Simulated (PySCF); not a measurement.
SnH4, SMILES [SnH4]. Geometry optimised at PBE0-D3(BJ)/def2-TZVPD. The isomer is the one that the SMILES or the coordinates give; other isomers of the formula were not compared. The def2 effective core potentials stand for the cores of Sn; spin–orbit coupling is left out.

Method: PBE0-D3(BJ)/def2-TZVPD run with PySCF 2.14.0.

Harmonic wavenumbers (cm⁻¹): 684, 684, 684, 753, 753, 1959, 1960, 1960, 1960. Rotational constants (GHz): 64.77, 64.77, 64.77; symmetry number 12.

Problem. Work out the zero-point energy and the ideal-gas rigid-rotor harmonic-oscillator thermochemistry at 298.15 K and 1 atm.

Solution. ZPE = ½ Σ hcν = ½ × 11398 cm⁻¹ = 68.18 kJ/mol. H − E(el) = 79.53 kJ/mol. Entropy in J/(mol K): translation 168.74, rotation 53.48, vibration 6.20, total 228.42. G − E(el) = 11.42 kJ/mol. Cp = 50.40 J/(mol K).
